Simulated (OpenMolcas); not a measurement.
A calculation on Sb IV.

```
Program             : OpenMolcas 26.06
Method              : CASSCF
Basis               : ANO-RCC-VQZP [8s7p5d3f2g]
Scalar Hamiltonian  : DKH2, point nucleus
Active space        : 2 electrons in 8 orbitals (5s 5p 6s 6p)
State averaging     : 2S+1 = 3 even, 3 roots; 2S+1 = 1 even, 7 roots; 2S+1 = 3 odd, 3 roots; 2S+1 = 1 odd, 3 roots
Spin-orbit coupling : state interaction with AMFI integrals over the reference wave functions, term energies averaged over their components
```

(1) Which level of the active space comes out lowest?

(2) How high does 5s 5p ¹P°₁ lie?

(3) How high does 5s 5p ³P°₁ lie?

(4) How high does 5s 5p ³P°₀ lie?

(5) The level at 156800 cm⁻¹ has J = 2. What is it made of, and what is its g factor?

Measured values: Moore, Atomic Energy Levels, vol. III, NSRDS-NBS 35 (1971 reprint of NBS Circular 467, 1958).

## Answers

(1) 5s² ¹S₀, with 100 % of that term; it is also the measured ground level.

(2) 103459 cm⁻¹ above the lowest level; measured 95952 cm⁻¹ above the ground level, so the calculation is off by +8 %.

(3) 62753 cm⁻¹ above the lowest level; measured 66700 cm⁻¹ above the ground level, so the calculation is off by -6 %.

(4) 60725 cm⁻¹ above the lowest level.

(5) 91 % 5p² ³P₂, 9 % 5p² ¹D; g = 1.454, against 1.501 from Landé's formula for the pure leading term.

Active for correlation alone: 6p 6s; no level in the range computed is led by a configuration that fills them, so any true level of that kind is missing. The ¹D term of p² mixes with s d, which this space lacks. Measured partners are found by configuration, term and J. A level has none where our copy of the source lacks it or the pairing is in doubt (some pairs that miss far off the trend of their configuration count as doubtful), and it then counts in no deviation. Levels of configurations outside the active space are missing.

° marks odd parity.
